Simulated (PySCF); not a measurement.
C5H6O3S (charge -1 and doublet state).
Z-matrix (Å and degrees, GFN2-xTB geometry), rows numbered from 1:
```
C 
C   1  1.3504
S   2  1.8195  1  120.55
O   3  1.4841  2  107.83  1     7.64
C   2  1.4170  1  134.44  3  -179.25
O   5  1.2638  2  118.68  1   176.89
C   5  1.5227  2  119.79  1    -1.98
C   7  1.4901  5   95.95  2    84.80
O   8  1.2275  7  125.87  5  -102.01
H   1  1.0744  2  122.55  3   174.45
H   1  1.0769  2  118.87  3    -1.74
H   3  1.4153  2   92.01  1   112.50
H   7  1.0899  5  110.40  2  -158.13
H   7  1.0885  5  112.24  2   -32.34
H   8  1.1062  7  113.33  5    72.72
```

The hyperfine couplings belong to this conformer and change with its torsions.

The species is `C=C([SH]=O)[C]([O-])CC=O` [radical] (charge -1).

Theory: PySCF 2.14.0, UKS B3LYP, pcH-1 on C H O S, non-relativistic, mean-field spin-orbit, GIAO. Whether the extra electron is bound in the gas phase wasn't checked; a finite basis holds it in any case. Couplings are sensitive to structure, and on GFN2-xTB geometries they can be far from those on DFT ones, by a factor of two or more for some ions and for spin on atoms past the first row. Stability of the SCF solution: not tested.

Principal values of hyperfine tensors in MHz (contact, dipolar and spin–orbit terms together), for some of the nuclei:

| atom | isotope | A1 | A2 | A3 |
| --- | --- | --- | --- | --- |
| C1 | 13C | -1.11 | -0.01 | 98.65 |
| H11 | 1H | -44.50 | -27.15 | -11.49 |
| H10 | 1H | -41.19 | -25.92 | -11.78 |
| C2 | 13C | -31.82 | -25.46 | -20.76 |
| H13 | 1H | 22.05 | 22.90 | 27.14 |
| O6 | 17O | -108.39 | 19.80 | 20.89 |
| C5 | 13C | -6.30 | -2.56 | 61.35 |
| H14 | 1H | 14.23 | 14.32 | 18.61 |

Problem. Give the isotropic coupling of each nucleus in MHz and in mT (g = 2.0045), and the anisotropic part.

Solution. a_iso is a third of the trace, T = A − a_iso, and a(mT) = a(MHz)/(g × 13.996). The tensors hold a spin–orbit part: the run splits a_iso into a_FC + a_SO, and T includes its anisotropic share.

```tsv
atom	a_iso (MHz)	a_FC	a_SO	a_iso (mT)	T1	T2	T3
C1	32.51	32.57	-0.06	1.159	-33.62	-32.52	66.14
H11	-27.71	-27.71	0.00	-0.988	-16.79	0.57	16.22
H10	-26.29	-26.30	0.00	-0.937	-14.89	0.38	14.52
C2	-26.01	-26.00	-0.02	-0.927	-5.81	0.55	5.26
H13	24.03	24.02	0.01	0.857	-1.98	-1.13	3.11
O6	-22.57	-22.42	-0.15	-0.804	-85.83	42.37	43.46
C5	17.49	17.48	0.02	0.624	-23.80	-20.06	43.85
H14	15.72	15.71	0.01	0.560	-1.49	-1.40	2.89
```

Problem. What spin density at the nucleus of H10 lies behind its contact coupling (g_N = 5.58569)?

Solution. a_FC = 800.24 MHz bohr³ × g_N × ρ(0)/(2S). With a_FC = -26.30 MHz and 2S = 1, ρ(0) = -0.005883 bohr⁻³. In magnitude that is 1.8 % of the 1/π = 0.318 of a free hydrogen atom.

Problem. C8 (13C, g_N = 1.40482) isn't in the table. Its spin density at the nucleus is 0.01451 bohr⁻³. What is its contact coupling?

Solution. By the same relation, a_FC = 16.31 MHz. Its full tensor has the principal values 6.52, 8.60, 33.81 MHz.

Problem. Name the largest traceless tensor T of the table and describe it.

Solution. O6: -85.8, 42.4, 43.5 MHz (the dipolar term alone has -86.0, 42.2, 43.8), axial, in the ratio +1:+1:−2.

Problem. In a single crystal, with the field along each principal axis of the tensor of C1 in turn, what first-order splitting does this nucleus give (isotropic g, quadrupole terms neglected)?

Solution. 2 lines (I = 1/2), spaced by |A_i|/(g × 13.996): 0.04, 0.00, 3.52 mT along the axes of A1, A2 and A3.

Hardware: Intel Xeon Platinum 8259CL at 2.50 GHz, one thread, shared host with 96 logical CPUs at a one-minute load of 23. Cost: 2.2 min (grids of density and orbitals included), 0.96 GiB resident at most.

The SMILES draws the unpaired electron on C5; the largest computed Mulliken spin population is on C1 (0.47 against 0.24).
